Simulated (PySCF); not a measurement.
C₂HF₄, SMILES FC([CH]F)(F)F, multiplicity 2.

Geometry optimised at B3LYP-D3(BJ)/def2-SVP. The isomer is the one that the SMILES or the coordinates give; other isomers of the formula were not compared.

Level of theory: B3LYP-D3(BJ)/def2-SVP in PySCF.

Harmonic, unscaled wavenumbers; measured fundamentals usually lie a few per cent lower.

| mode | ν (cm⁻¹) | IR (km/mol) | moving atoms (share of kinetic energy) |
|---|---|---|---|
| 1 | 76 | 3.6 | F 71 %, C 17 %, H 12 % |
| 2 | 213 | 1.7 | F 92 % |
| 3 | 325 | 12.9 | H 50 %, F 42 % |
| 4 | 421 | 0.7 | F 89 %, C 9 % |
| 5 | 487 | 7.3 | F 62 %, C 21 %, H 18 % |
| 6 | 558 | 4.7 | F 83 %, C 15 % |
| 7 | 609 | 7.6 | F 47 %, C 42 %, H 11 % |
| 8 | 682 | 32.2 | F 65 %, C 31 % |
| 9 | 874 | 23.6 | F 60 %, C 32 % |
| 10 | 1159 | 310.7 | C 75 %, F 23 % |
| 11 | 1207 | 58.6 | C 48 %, H 33 %, F 19 % |
| 12 | 1234 | 319.7 | C 65 %, F 33 % |
| 13 | 1288 | 183.3 | C 54 %, H 35 %, F 11 % |
| 14 | 1467 | 33.5 | C 75 %, H 16 %, F 9 % |
| 15 | 3215 | 2.4 | H 92 %, C 8 % |
